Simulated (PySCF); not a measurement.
A structure optimised at PBE-D3(BJ)/def2-SVP, used in a PySCF frequency run:

```xyz
8

In    -0.7056     0.0470     0.0000
Br     1.8148    -0.0143     0.0000
N     -1.5755    -0.1949    -1.8500
H     -0.9642     0.1735    -2.5914
H     -2.4794     0.2891    -1.9369
N     -1.5755    -0.1949     1.8500
H     -2.4794     0.2891     1.9369
H     -0.9642     0.1735     2.5914
```

### Question
Write its SMILES, formula and point group.

### Answer
[NH2][In]([NH2])[Br], BrH4InN2, Cs

### Question
What are its rotational constants (standard atomic weights)?

### Answer
4.2634, 1.2480, 0.97121 GHz
